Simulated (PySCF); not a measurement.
Coordinates in bohr (charge 0 multiplicity 2):
```
Ti   -0.4155   -0.0156    0.5924
O     1.1657    0.0436   -1.9989
H     1.2425    0.0465    3.5467
```

All numbers come from UPBE0/[Ti def2-TZVP, O def2-TZVP, H def2-TZVP], no relativity, density fitting, PySCF.

This geometry of HTiO is a stationary point at this level.

Q: What is the point group?

A: Cs.

Q: Is it a minimum?

A: Yes: all harmonic wavenumbers are real.

Q: Which band is strongest in the infrared?

A: 1556 cm⁻¹ (a'), 268 km/mol.

Q: What are the dipole moment and the gap between the highest occupied and lowest empty levels of either spin?

A: 5.26 D and 3.29 eV.

Q: Give the atomic charges and bond orders.

A: 
```csv
atom,Mulliken,Löwdin,polar tensor,spin (Mulliken),Mayer order to Ti1
Ti1,0.85,0.47,1.50,1.17,–
O2,-0.59,-0.26,-0.98,-0.12,2.18
H3,-0.25,-0.20,-0.52,-0.05,0.90
```

This need not be the most stable arrangement of these atoms. Other spin states or occupations of the open shell can lie lower.
